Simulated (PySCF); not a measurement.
## Spin-rotation constants: `[BH2-]1[PH2+][B@@H-](C#N)[N@H+]1C1CC1`, C₄H₁₁B₂N₂P

Molfile (atoms numbered from 1):
```
C4H11B2N2P
     RDKit          3D

 20 21  0  0  0  0  0  0  0  0999 V2000
   -0.7501    3.0524    0.6900 N   0  0  0  0  0  0  0  0  0  0  0  0
   -0.9700    2.0808    0.1186 C   0  0  0  0  0  0  0  0  0  0  0  0
   -1.2878    0.7724   -0.6336 B   0  0  2  0  0  0  0  0  0  0  0  0
   -2.4399   -0.4543    0.3353 P   0  0  0  0  0  0  0  0  0  0  0  0
   -0.9593   -1.5994   -0.1769 B   0  0  0  0  0  0  0  0  0  0  0  0
   -0.0809   -0.2974   -0.5614 N   0  0  2  0  0  0  0  0  0  0  0  0
    0.9524    0.0287    0.3975 C   0  0  0  0  0  0  0  0  0  0  0  0
    2.3123   -0.5830    0.2666 C   0  0  0  0  0  0  0  0  0  0  0  0
    2.1122    0.8806   -0.0128 C   0  0  0  0  0  0  0  0  0  0  0  0
   -1.6543    0.9382   -1.7513 H   0  0  0  0  0  0  0  0  0  0  0  0
   -3.7513   -0.6486   -0.0593 H   0  0  0  0  0  0  0  0  0  0  0  0
   -2.6776   -0.1765    1.6704 H   0  0  0  0  0  0  0  0  0  0  0  0
   -1.2395   -2.2098   -1.1550 H   0  0  0  0  0  0  0  0  0  0  0  0
   -0.4750   -2.2358    0.6946 H   0  0  0  0  0  0  0  0  0  0  0  0
    0.3687   -0.4106   -1.4650 H   0  0  0  0  0  0  0  0  0  0  0  0
    0.5497    0.1674    1.3943 H   0  0  0  0  0  0  0  0  0  0  0  0
    2.8387   -0.8722    1.1625 H   0  0  0  0  0  0  0  0  0  0  0  0
    2.4934   -1.2414   -0.5703 H   0  0  0  0  0  0  0  0  0  0  0  0
    2.1602    1.2161   -1.0382 H   0  0  0  0  0  0  0  0  0  0  0  0
    2.4929    1.6031    0.6911 H   0  0  0  0  0  0  0  0  0  0  0  0
  1  2  3  0
  2  3  1  0
  3  4  1  0
  4  5  1  0
  5  6  1  0
  6  7  1  0
  7  8  1  0
  8  9  1  0
  6  3  1  0
  9  7  1  0
  3 10  1  6
  4 11  1  0
  4 12  1  0
  5 13  1  0
  5 14  1  0
  6 15  1  6
  7 16  1  0
  8 17  1  0
  8 18  1  0
  9 19  1  0
  9 20  1  0
M  CHG  4   3  -1   4   1   5  -1   6   1
M  END
```

Computed with PySCF, GIAO B97-2/pcSseg-1 magnetisability, rotational g tensor and spin-rotation constants, non-relativistic, gas phase. Geometry: GFN2-xTB.

Task: Give the nuclear spin-rotation constants along the inertial axes (H = +C I·J) beside the isotropic shieldings.

Result: Rotational constants 1.8085, 1.1930, 0.7956 GHz. A star marks the isotopologue with that one atom substituted, in its own axes.
```
atom  isotope  Caa (kHz)  Cbb (kHz)  Ccc (kHz)  mean (kHz)  σ (ppm)
  N1      14N      0.415      0.099      0.170       0.228    -71.9
  B3      11B      0.230      0.179      0.138       0.182    126.1
  P4      31P      2.492      1.306      0.840       1.546    484.5
  B5      11B      0.248      0.197      0.138       0.194    122.5
  N6      14N      0.097      0.068      0.027       0.064    216.4
 H10       1H     -0.156     -0.122      0.033      -0.082     28.3
 H11       1H      0.067     -0.133     -0.087      -0.051     28.4
 H12       1H     -0.197     -0.117      0.021      -0.097     28.3
 H13       1H     -0.162     -0.051     -0.010      -0.074     28.5
 H14       1H     -0.145     -0.073     -0.005      -0.074     28.8
 H15       1H     -0.174     -0.147     -0.020      -0.114     31.1
 H16       1H     -0.133     -0.133      0.001      -0.088     29.3
 H17       1H     -0.150     -0.121     -0.022      -0.098     31.0
 H18       1H     -0.189     -0.063     -0.053      -0.102     31.6
 H19       1H     -0.188     -0.137     -0.002      -0.109     31.4
 H20       1H     -0.155     -0.052     -0.061      -0.089     30.7
  C2     13C*      0.791      0.130      0.309       0.410     57.4
  C7     13C*      0.401      0.202      0.103       0.235    147.4
  C8     13C*      0.234      0.201      0.067       0.168    177.4
  C9     13C*      0.232      0.209      0.072       0.171    175.1
```
For the geometry as given, no vibrational averaging.
